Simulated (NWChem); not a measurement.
# BiH₂O₂F; SMILES [OH][Bi]([OH])[F]

```xyz
6

Bi    -0.0019    -0.0523    -0.2746
F     -1.2706     1.2623     0.6347
O     -0.3214    -1.6520     0.9994
H     -0.0319    -1.4531     1.9004
O      1.6143     0.7774     0.7285
H      1.2787     1.4340     1.3560
```
Atoms are numbered in this order, from 1.

Computed with NWChem. Medium grid unless said otherwise, to which SCAN and Minnesota functionals are sensitive. All runs use the structure optimised with PBE0/def2-SVP. def2 effective core potentials on Bi; no spin-orbit coupling.

Question: Order these by “dipole (D)”, lowest first: r2SCAN/def2-SVP; B3LYP/def2-SVP; KT2/def2-SVP; LRC-wPBEh/def2-SVP.

Answer: KT2/def2-SVP (1.60), r2SCAN/def2-SVP (1.78), B3LYP/def2-SVP (1.88), LRC-wPBEh/def2-SVP (1.97)
